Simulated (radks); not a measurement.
Q: These are the eigenvalues of the occupied orbitals of an atom or ion with whole-number occupations (hartree). Calculated with a radial shooting solver on a logarithmic mesh with Libxc functionals: scalar-relativistic Kohn-Sham, LDA (Slater exchange, Perdew-Wang correlation), spin-polarised, spherical densities, finite nucleus; Fermi nuclear charge, rms radius of each element as measured or else 0.836 A^(1/3) + 0.57 fm.

| orbital | eigenvalue |
|---|---|
| 1s up | -3357.315 |
| 1s down | -3356.967 |
| 2s up | -764.9374 |
| 2s down | -764.6324 |
| 2p up | -688.4487 |
| 2p down | -688.0784 |
| 3s up | -309.7087 |
| 3s down | -308.6778 |
| 3p up | -287.3374 |

Which element is it, and in what charge state? The configuration may be excited. Open shells, if any, are filled with parallel spins first.

A: Z = 81, thallium, charge +67: Tl67+ in [Ne] 3s2 3p2. The list shows which subshells hold electrons but not how many an open one holds; the 1s level, -3357.3 hartree, gives Z - s = 81.9 by -(Z - s)^2/2, which with screening and relativity narrows Z to a few neighbours, and the depths of the outer levels then fix element, charge and occupations together.
